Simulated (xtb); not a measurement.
C$_{2}$H$_{9}$AlOSi, septet, at a GFN2-xTB geometry of the parent state (such geometries of metal compounds can be far from the true shape) (a higher spin typed on purpose: for a closed-shell molecule this is an excited state); GFN0-xTB in xtb.

Input for xtb:
```
$ xtb mol.xyz --gfn 0 --chrg 0 --uhf 6 --json

# file mol.xyz
14

Al     0.19947809     1.01072194     0.64198824
C      1.96346263     1.67289495    -0.59799091
H      2.72582329     0.90338082    -0.54082229
H      2.31089939     2.60750456    -0.16649753
H      1.62513190     1.81060607    -1.61937340
C     -1.50823511     0.64772426     2.07317265
H     -1.32198387    -0.28904330     2.58722128
H     -2.42679670     0.60143856     1.49842604
H     -1.51493437     1.48519135     2.76506271
O     -0.07968419    -0.40763744    -0.25865355
Si    -0.34460562    -1.75378534    -1.11500751
H     -1.52119616    -2.41299974    -0.54181353
H      0.84571694    -2.59828728    -0.99594607
H     -0.58528864    -1.35679709    -2.50386103
```

It wrote (shortened):

```
   ID    Z sym.   atoms
    1   13 Al     1
    2    6 C      2, 6
    3    1 H      3-5, 7-9, 12-14
    4    8 O      10
    5   14 Si     11

           -------------------------------------------------
          |                Calculation Setup                |
           -------------------------------------------------

           -------------------------------------------------
          |                 G F N 0 - x T B                 |
           -------------------------------------------------

          ...................................................
          :                      SETUP                      :
          :.................................................:
          :  # basis functions                  50          :
          :  # atomic orbitals                  48          :
          :  # shells                           30          :
          :  # electrons                        30          :
          :  electronic temp.          300.0000000     K    :
          :  accuracy                    1.0000000          :
          :  -> integral cutoff          0.2500000E+02      :
          :  -> integral neglect         0.1000000E-07      :
          ...................................................

         :::::::::::::::::::::::::::::::::::::::::::::::::::::
         ::                     SUMMARY                     ::
         :::::::::::::::::::::::::::::::::::::::::::::::::::::
         :: total energy             -15.071168077631 Eh    ::
         :: gradient norm              0.094638992753 Eh/a0 ::
         :: HOMO-LUMO gap              0.219458191412 eV    ::
         ::.................................................::
         :: H0 energy                -15.118017349552 Eh    ::
         :: repulsion energy           0.176158141517 Eh    ::
         :: electrostat energy        -0.125827359418 Eh    ::
         :: -> Gsolv                   0.000000000000 Eh    ::
         ::    -> Gsasa                0.000000000000 Eh    ::
         ::    -> Gshift               0.000000000000 Eh    ::
         :: dispersion energy         -0.003481510179 Eh    ::
         :: short-range corr.         -0.000000000000 Eh    ::
         :: add. restraining           0.000000000000 Eh    ::
         :: total charge               0.000000000000 e     ::
         :::::::::::::::::::::::::::::::::::::::::::::::::::::

           -------------------------------------------------
          |                Property Printout                |
           -------------------------------------------------

    * Orbital Energies and Occupations

         #    Occupation            Energy/Eh            Energy/eV
      -------------------------------------------------------------
         1        2.0000           -0.6813283             -18.5399
       ...           ...                  ...                  ...
         6        2.0000           -0.5323241             -14.4853
         7        2.0000           -0.5296784             -14.4133
         8        2.0000           -0.5293743             -14.4050
         9        2.0000           -0.4846085             -13.1869
        10        2.0000           -0.4798223             -13.0566
        11        2.0000           -0.4797348             -13.0542
        12        1.8656           -0.4460595             -12.1379
        13        1.1344           -0.4425210             -12.0416
        14        1.0000           -0.4241217             -11.5409
        15        1.0000           -0.4162884             -11.3278
        16        1.0000           -0.3162973              -8.6069
        17        0.9905           -0.2164309              -5.8894
        18        0.9898           -0.2163683              -5.8877 (HOMO)
        19        0.0197           -0.2083033              -5.6682 (LUMO)
        20                         -0.1804046              -4.9091
        21                         -0.1608143              -4.3760
        22                         -0.1556670              -4.2359
        23                         -0.1412093              -3.8425
        24                         -0.1401363              -3.8133
        25                         -0.1256602              -3.4194
        26                         -0.1045148              -2.8440
        27                         -0.1016723              -2.7666
        28                         -0.0943069              -2.5662
        29                         -0.0765599              -2.0833
       ...                                ...                  ...
        48                          1.1499096              31.2906
      -------------------------------------------------------------
                  HL-Gap            0.0080649 Eh            0.2195 eV
             Fermi-level            0.0000000 Eh            0.0000 eV

     #   Z          covCN         q      C6AA      α(0)
     1  13 Al       2.241     0.382   165.253    27.047
     2   6 C        3.502    -0.515    38.509     9.265
     3   1 H        0.925     0.163     1.306     1.787
     4   1 H        0.925     0.141     1.454     1.886
     5   1 H        0.925     0.163     1.306     1.787
     6   6 C        3.500    -0.515    38.530     9.272
     7   1 H        0.925     0.163     1.305     1.786
     8   1 H        0.925     0.164     1.303     1.785
     9   1 H        0.925     0.141     1.454     1.886
    10   8 O        1.504    -0.596    25.028     6.758
    11  14 Si       3.579     0.611   134.648    21.532
    12   1 H        0.918    -0.101     5.586     3.697
    13   1 H        0.918    -0.101     5.605     3.703
    14   1 H        0.918    -0.101     5.604     3.703

 Mol. C6AA /au·bohr⁶  :       3065.105264
 Mol. C8AA /au·bohr⁸  :     128391.388267
 Mol. α(0) /au        :         95.891285

Wiberg/Mayer (AO) data.
largest (>0.10) Wiberg bond orders for each atom

 ---------------------------------------------------------------------------
     #   Z sym  total        # sym  WBO       # sym  WBO       # sym  WBO
 ---------------------------------------------------------------------------
     1  13 Al   1.919 --    10 O    0.922     6 C    0.343     2 C    0.342
     2   6 C    3.361 --     3 H    0.955     5 H    0.955     4 H    0.954
                             1 Al   0.342    10 O    0.117
     3   1 H    0.987 --     2 C    0.955
     4   1 H    0.990 --     2 C    0.954
     5   1 H    0.988 --     2 C    0.955
     6   6 C    3.364 --     8 H    0.955     7 H    0.954     9 H    0.954
                             1 Al   0.343    10 O    0.117
     7   1 H    0.984 --     6 C    0.954
     8   1 H    0.985 --     6 C    0.955
     9   1 H    0.989 --     6 C    0.954
    10   8 O    2.281 --    11 Si   0.986     1 Al   0.922     2 C    0.117
                             6 C    0.117
    11  14 Si   3.658 --    10 O    0.986    12 H    0.863    14 H    0.838
                            13 H    0.836
    12   1 H    0.895 --    11 Si   0.863
    13   1 H    0.918 --    11 Si   0.836
    14   1 H    0.917 --    11 Si   0.838
 ---------------------------------------------------------------------------

Topologies differ in total number of bonds
Writing topology from bond orders to xtbtopo.mol

 dipole moment from electron density (au)
     X       Y       Z
   1.5179   7.5132   4.7479  total (Debye):   22.917

           -------------------------------------------------
          | TOTAL ENERGY              -15.071168077631 Eh   |
          | GRADIENT NORM               0.094638992753 Eh/α |
          | HOMO-LUMO GAP               0.219458191412 eV   |
           -------------------------------------------------

normal termination of xtb
```
